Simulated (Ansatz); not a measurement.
Total energies of Ge₂S₂ from Ansatz at PBE0-D4/def2-TZVP, gas phase (1 Eh = 27.2114 eV = 2625.5 kJ/mol). The reference geometry is relaxed at PBE0-D4/def2-SVP.

```xyz
4

Ge   -0.6333    0.5436    1.2598
Ge    0.2392   -0.8079   -1.2545
S     0.9818   -1.0203    0.8899
S    -0.5877    1.2846   -0.8952
```

```tsv
state	geometry	energy (Eh)
charge 0 singlet	reference	-4949.73538
charge 1 doublet	reference	-4949.42402
charge 0 triplet	relaxed at PBE0-D4/def2-SVP	-4949.68051
charge 0 quintet	relaxed at PBE0-D4/def2-SVP	-4949.56573
free Ge atom (triplet)	–	-2076.65516
free S atom (triplet)	–	-397.97371
```

Task: Work out the vertical ionisation energy to the doublet.

Result: E(charge 1 doublet) − E(charge 0 singlet) = -4949.42402 − (-4949.73538) = 0.31136 Eh = 8.47 eV. For comparison, −ε of the highest occupied level is 6.60 eV at this level, 1.87 eV less.

Task: Which of the charge 0 states is lowest, and how far above it are the others?

Result: The singlet. triplet: -4949.68051 − (-4949.73538) = 0.05487 Eh = 144.1 kJ/mol; quintet: -4949.56573 − (-4949.73538) = 0.16965 Eh = 445.4 kJ/mol.

Task: What is the binding energy per atom against free atoms?

Result: Atoms: 2 × (-2076.65516) + 2 × (-397.97371) = -4949.25774 Eh. Binding: -4949.25774 − (-4949.73538) = 0.47764 Eh = 13.00 eV, or 3.25 eV for each of 4 atoms (no zero-point energy, no counterpoise term).

The structure comes from a short search, and lower isomers may exist.
